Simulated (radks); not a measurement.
Problem. The mean radii <r> (bohr) of the occupied orbitals of an atom or ion are listed with their occupations. All-electron calculation, scalar-relativistic Kohn-Sham, SCAN, spin-polarised, spherical densities, finite nucleus; meta-GGA in the generalised Kohn-Sham scheme; Fermi nuclear charge, rms radius of each element as measured or else 0.836 A^(1/3) + 0.57 fm. Program: a radial shooting solver on a logarithmic mesh with Libxc functionals.

orbital  occ.      <r>
1s up       1  0.02666
1s down     1  0.02666
2s up       1   0.1145
2s down     1   0.1145
2p up       3   0.1003
2p down     3   0.1003
3s up       1   0.3057
3s down     1   0.3057
3p up       3   0.3040
3p down     3   0.3040
3d up       5   0.2809
3d down     5   0.2809
4s up       1   0.7171
4s down     1   0.7173
4p up       3   0.7651
4p down     3   0.7650
4d up       5   0.8775
4d down     5   0.8760
5s up       1    1.836
5s down     1    1.836
5p up       3    2.173
5p down     2    2.187

Name the element and its charge. Open shells, if any, are filled with parallel spins first.

Solution. Z = 54, xenon, charge +1: Xe+ in [Kr] 4d10 5s2 5p5. The 1s radius gives Z: for a bare nucleus <r> = (2 gamma + 1)/(2Z) with gamma = sqrt(1 - (Z/c)^2), 0.02628 bohr for Z = 54, and screening makes it slightly larger (0.02666 here). The occupations add up to 53, and the charge is Z minus that.
